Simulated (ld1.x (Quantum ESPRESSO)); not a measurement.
**u(r) = r·R(r): atom against pseudo-atom (hydrogen)**

Columns: radius, all-electron u(r) and pseudo u(r) of the 1s shell (level -6.33 eV) of hydrogen in the configuration 1s1; PBEsol, non-relativistic, PAW scheme, ld1.x (Quantum ESPRESSO) 7.5.

```
r (bohr)  all-electron  pseudo
   0.038        0.0688  0.0581
   0.075        0.1308  0.1140
   0.113        0.1897  0.1701
   0.150        0.2426  0.2228
   0.188        0.2927  0.2745
   0.225        0.3374  0.3219
   0.263        0.3797  0.3674
   0.300        0.4173  0.4082
   0.338        0.4526  0.4466
   0.375        0.4839  0.4803
   0.413        0.5131  0.5115
   0.450        0.5388  0.5385
   0.488        0.5626  0.5631
   0.525        0.5835  0.5842
   0.563        0.6026  0.6033
   0.600        0.6192  0.6196
   0.638        0.6342  0.6344
   0.675        0.6470  0.6471
   0.713        0.6585  0.6585
   0.750        0.6680  0.6680
   0.788        0.6763  0.6763
   0.825        0.6831  0.6831
   0.863        0.6887  0.6887
   0.900        0.6929  0.6929
   0.938        0.6962  0.6962
   0.975        0.6984  0.6984
```

Task: How many radial nodes do the two functions have?

Result: The all-electron 1s function has n − l − 1 = 0; the pseudo-wave has 0.

Task: At about which radius was the pseudo-wave matched?

Result: 0.75 bohr. The columns agree to 0.0005 from 0.60 bohr on; several derivatives are matched, so the curves merge somewhat inside the radius.

Task: Is the pseudo-wave norm-conserving?

Result: No, it belongs to a PAW set: the norm inside the radius is not constrained, and the difference is carried by the augmentation charge.
